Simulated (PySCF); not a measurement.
**C²⁺ (carbon, charge +2) across methods**

[He] 2p2, high-spin 3P determinant (an excited configuration). Calculation: PySCF 2.14, in x2c-TZVPPall (5s3p2d1f, 31 functions); the spin-free X2C one-electron Hamiltonian (Gaussian nucleus).

```
   method  E (hartree)  mean ε 1s α (eV)  mean ε 1s β (eV)  mean ε 2p α (eV)  Σ⟨r²⟩ (bohr²)   ⟨S²⟩
  wB97X-V     -35.9859           -317.04           -315.99           -36.903          4.451  2.000
      M06     -35.9919           -316.27           -315.20           -34.255          4.446  2.000
      PBE     -35.9573           -306.97           -305.60           -32.832          4.427  2.000
     MN15     -35.9927           -311.19           -310.14           -35.253          4.365  2.000
      LDA     -35.6297           -304.37           -302.95           -32.657          4.439  2.000
BHandHLYP     -35.9717           -325.46           -324.12           -35.861          4.422  2.000
     PBE0     -35.9492           -316.05           -314.59           -34.465          4.430  2.000
   r2SCAN     -35.9811           -310.97           -309.58           -33.277          4.399  2.000
```

**Question.** Estimate the same row for UHF.

**Answer.** E (hartree) = -35.85627; mean ε 1s α (eV) = -342.49; mean ε 1s β (eV) = -340.79; mean ε 2p α (eV) = -38.909; Σ⟨r²⟩ (bohr²) = 4.482; ⟨S²⟩ = 2.000.
